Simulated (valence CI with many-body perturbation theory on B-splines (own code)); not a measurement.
Cd³⁵⁺: what the settings do

Computed by configuration interaction combined with many-body perturbation theory (CI+MBPT): three valence electrons over a frozen Dirac-Fock core [Ne], radial functions for each j: 6 s, 6 p, 5 d, 3 f, 1 g, with the one-electron correlation potential Σ1, the two-electron term Σ2, the three-electron term Σ3, Breit, model QED; selected CI, second order for the rest (own B-spline code, finite nucleus).

No measured spectrum was set against this ion. As an estimate, large intervals hold to a few tenths of a per cent, small ones and those within an open d or f shell to about a per cent.

The reference run has the lowest level (3s^2 3p1/2) J=1/2 and an ionisation energy of 2272.61 eV. Its largest variational space holds 2764 state functions.

Levels are named by their leading jj configuration (3d3/2^4 stands for four electrons in 3d with j = 3/2), which in mixed levels can hold well under half, so a name can repeat and another be missing. Letters in brackets count levels of one name in rising energy.

Changed runs:
A. averaging of valence orbitals over low configurations on → off
B. size limit of the variational space 10000 → 3000
C. core polarisation of operators on → off
D. scale of Σ1 1 → 0 (bad on purpose)

Excitation energies of the reference run in cm⁻¹, and shifts in cm⁻¹:

| Level | Reference | A | B | C | D |
| --- | --- | --- | --- | --- | --- |
| (3s^2 3p3/2) J=3/2 | 383430 | +0.5 | 0 | 0 | -490 |
| (3s 3p1/2^2) J=1/2 | 675693 | +5.3 | 0 | 0 | +1615 |
| (3s 3p1/2 3p3/2) J=3/2 [a] | 950916 | +8.8 | 0 | 0 | +1168 |
| (3s 3p1/2 3p3/2) J=5/2 | 1024320 | +8.3 | 0 | 0 | +1129 |
| (3s 3p1/2 3p3/2) J=3/2 [b] | 1132670 | +13 | 0 | 0 | +1113 |
| (3s 3p1/2 3p3/2) J=1/2 | 1201960 | +2.0 | 0 | 0 | +1191 |
| (3s 3p3/2^2) J=5/2 | 1357630 | +20 | 0 | 0 | +634 |
| (3s^2 3d3/2) J=3/2 | 1452590 | +42 | 0 | 0 | +991 |
| (3s^2 3d5/2) J=5/2 | 1571460 | +38 | 0 | 0 | +598 |
| (3s 3p3/2^2) J=1/2 | 1588440 | -2.3 | 0 | 0 | +671 |
| (3s 3p3/2^2) J=3/2 | 1628550 | +4.9 | 0 | 0 | +707 |
| (3p1/2^2 3p3/2) J=3/2 | 1839200 | +18 | 0 | 0 | +2729 |
| Ionisation energy (eV) | 2272.61 | -0.00043 | 0 | 0 | -0.98 |

No effect on these energies: B, C.
